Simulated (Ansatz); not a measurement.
Cost and result for the atomization energy of C$_{3}$H$_{8}$Ge (`C=C[CH2][GeH3]`) (12 atoms, 11 bonds).

Z-matrix (Å, degrees):
```
C
C 1 1.485
Ge 1 1.972 2 111.2
H 1 1.093 2 111.4 3 -120.3
H 1 1.094 2 111.3 3 119.1
C 2 1.328 1 125.4 3 106.3
H 2 1.089 1 115.9 3 -71.9
H 3 1.539 1 109.6 2 54.3
H 3 1.540 1 110.3 2 174.2
H 3 1.537 1 109.5 2 -65.3
H 6 1.086 2 121.5 1 1.8
H 6 1.083 2 121.4 1 -178.3
```

Charge 0, multiplicity 1. Correlated methods include outer-core shells of Ge, which these sets cover unevenly. Scalar relativity is left out up to krypton. The geometry is a stationary point of PBE0-D4/def2-TZVP. It is one conformer, not always the lowest. Program: Ansatz. All runs use 4 threads of a server CPU on a shared host. Times are those of one run each, without the atoms' runs, and a repeat can differ threefold. Electronic energies, without spin–orbit coupling; frozen cores. CCSD(T)/CBS adds CCSD(T) − MP2 in def2-TZVPP to the MP2 limit, and its time is that of the two runs behind it. T1 = 0.011. With those shells the extrapolation isn't a true limit. B3LYP takes the VWN-RPA correlation (the form of Gaussian; ORCA's B3LYP/G). HSE06 is the plane-wave form, built on full-range PBE exchange.

CCSD(T)/CBS is a level of theory with its own doubt, some kJ/mol a heavy atom from the limit and from the frozen cores, so smaller differences don't rank the functionals.

```tsv
level	functions	wall time
LDA (SPW92)/def2-TZVPP	253	1.6 s
BLYP-D4/def2-TZVPP	253	1.9 s
HSE06-D4/def2-TZVPP	253	3.2 s
B3LYP-D4/def2-TZVPP (with forces)	253	4.5 s
r2SCAN-D4/def2-TZVPP (with forces)	253	4.8 s
B2PLYP/def2-TZVPP	253	5.5 s
CCSD(T)/def2-SVP	114	7 s
ωB97X-V/def2-TZVPP	253	7.5 s
B97M-V/def2-TZVPP	253	9.5 s
ωB97M-V/def2-TZVPP (with forces)	253	11 s
MP2/def2-QZVPP	500	26 s
CCSD(T)/def2-TZVPP	253	3 min
CCSD(T)/CBS(def2)	–	3.5 min
```

What atomization energy does each give, and how far from CCSD(T)/CBS? (Estimate.)

The calculation gave: 
```csv
level,atomization (kcal/mol),difference from CCSD(T)/CBS,per bond
LDA (SPW92)/def2-TZVPP,1174.5,133.2,12.1
BLYP-D4/def2-TZVPP,1033.1,-8.2,-0.7
HSE06-D4/def2-TZVPP,1042.2,0.9,0.1
B3LYP-D4/def2-TZVPP (with forces),1039.6,-1.7,-0.2
r2SCAN-D4/def2-TZVPP (with forces),1041.9,0.6,0.1
B2PLYP/def2-TZVPP,1029.6,-11.7,-1.1
CCSD(T)/def2-SVP,996.4,-44.9,-4.1
ωB97X-V/def2-TZVPP,1041.5,0.2,0.0
B97M-V/def2-TZVPP,1045.9,4.6,0.4
ωB97M-V/def2-TZVPP (with forces),1038.8,-2.5,-0.2
MP2/def2-QZVPP,1036.8,-4.5,-0.4
CCSD(T)/def2-TZVPP,1021.3,-20.0,-1.8
CCSD(T)/CBS(def2),1041.3,0.0,0.0
```

The D4 term adds +8.4 kcal/mol with B3LYP and +4.4 kcal/mol with PBE0; it sums over pairs of atoms, weighted by their polarisabilities, and B3LYP, whose exchange is more repulsive, gets the larger term. Leaving LDA and LC-ωPBE aside and taking each functional with its dispersion term where it has one, the values, not all of them listed here, spread over 34.1 kcal/mol, from BHLYP-D4 to PBE-D4. LDA lies +127.2 kcal/mol from PBE without D4, its usual overbinding. In def2-TZVPP, CCSD(T) changes the Hartree–Fock value by +240.0 kcal/mol (the triples alone add +12.8 kcal/mol) and MP2 by +243.9 kcal/mol; breaking electron pairs costs correlation energy, which Hartree–Fock lacks.
